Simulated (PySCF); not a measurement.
Molfile (atoms numbered from 1):
```
C5H10FNSi3
     RDKit          3D

 20 19  0  0  0  0  0  0  0  0999 V2000
    0.0428    3.5927    0.7763 C   0  0  0  0  0  0  0  0  0  0  0  0
    0.2594    2.5128    0.2976 C   0  0  0  0  0  0  0  0  0  0  0  0
    0.6219    0.8539   -0.4296 Si  0  0  1  0  0  4  0  0  0  0  0  0
    1.9536    1.0434   -1.3274 F   0  0  0  0  0  0  0  0  0  0  0  0
    1.0224   -0.4015    0.8580 C   0  0  0  0  0  0  0  0  0  0  0  0
    1.2877   -1.2578    1.6631 C   0  0  0  0  0  0  0  0  0  0  0  0
    1.6202   -2.2785    2.6290 C   0  0  0  0  0  0  0  0  0  0  0  0
   -0.6557    0.3392   -1.4877 N   0  0  0  0  0  0  0  0  0  0  0  0
   -0.2439   -0.5321   -2.9469 Si  0  0  0  0  0  4  0  0  0  0  0  0
   -2.2867    0.3640   -0.8725 Si  0  0  0  0  0  4  0  0  0  0  0  0
   -0.1514    4.5418    1.1870 H   0  0  0  0  0  0  0  0  0  0  0  0
    2.6497   -2.6044    2.4817 H   0  0  0  0  0  0  0  0  0  0  0  0
    0.9569   -3.1345    2.5083 H   0  0  0  0  0  0  0  0  0  0  0  0
    1.5137   -1.8857    3.6399 H   0  0  0  0  0  0  0  0  0  0  0  0
    0.1791   -1.8935   -2.5968 H   0  0  0  0  0  0  0  0  0  0  0  0
   -1.4558   -0.5643   -3.7633 H   0  0  0  0  0  0  0  0  0  0  0  0
    0.8246    0.1885   -3.6301 H   0  0  0  0  0  0  0  0  0  0  0  0
   -2.5024   -0.7857    0.0146 H   0  0  0  0  0  0  0  0  0  0  0  0
   -3.1830    0.3030   -2.0240 H   0  0  0  0  0  0  0  0  0  0  0  0
   -2.4584    1.6094   -0.1264 H   0  0  0  0  0  0  0  0  0  0  0  0
  1  2  3  0
  2  3  1  0
  3  4  1  6
  3  5  1  0
  5  6  3  0
  6  7  1  0
  3  8  1  0
  8  9  1  0
  8 10  1  0
  1 11  1  0
  7 12  1  0
  7 13  1  0
  7 14  1  0
  9 15  1  0
  9 16  1  0
  9 17  1  0
 10 18  1  0
 10 19  1  0
 10 20  1  0
M  END
```

PySCF calculation with σ from GIAO-PBE0/pcSseg-1 and structure optimised with GFN2-xTB; one conformer, no solvent model, one averaged value for each set of equivalent atoms, non-relativistic.

Referencing at the same level of theory: TMS for ¹³C.

Do the ¹³C shifts follow the atomic charges (in e)? Tabulate both.

## Answers


```json
{"atoms": "C6", "hybridisation": "sp", "δ (ppm)": "111.0", "σ para (ppm)": "-200", "Hirshfeld": "-0.00", "IAO": "+0.04", "Mulliken": "-0.14", "ESP-fitted": "+0.35"}
{"atoms": "C1", "hybridisation": "sp", "δ (ppm)": "100.8", "σ para (ppm)": "-175", "Hirshfeld": "-0.06", "IAO": "-0.16", "Mulliken": "-0.18", "ESP-fitted": "-0.21"}
{"atoms": "C2", "hybridisation": "sp", "δ (ppm)": "87.6", "σ para (ppm)": "-163", "Hirshfeld": "-0.15", "IAO": "-0.35", "Mulliken": "-0.19", "ESP-fitted": "-0.34"}
{"atoms": "C5", "hybridisation": "sp", "δ (ppm)": "83.9", "σ para (ppm)": "-158", "Hirshfeld": "-0.19", "IAO": "-0.42", "Mulliken": "-0.41", "ESP-fitted": "-0.65"}
{"atoms": "C7", "hybridisation": "sp3", "δ (ppm)": "5.6", "σ para (ppm)": "-71", "Hirshfeld": "-0.09", "IAO": "-0.44", "Mulliken": "-0.16", "ESP-fitted": "-0.57"}
```

Correlation coefficients of δ with charge over these carbons: Hirshfeld +0.18, IAO +0.69, Mulliken -0.07, ESP-fitted +0.61; with the paramagnetic shielding -0.99. Among the 4 sp carbons alone: Hirshfeld +1.00, IAO +1.00, Mulliken +0.76, ESP-fitted +0.95. With so few points, grouped by hybridisation, these coefficients are fragile. Charge is one influence among several: hybridisation and low-lying excitations act through the paramagnetic term.

Shifts are as computed. Against solution values, carbons near 30 ppm lie about +3 ppm off and those near 130 ppm about +5 ppm. Of 1309 compounds with measured shifts, 239 miss one by over three times the rms of a fit or turn the order of signals round; such compounds aren't used in these exercises.
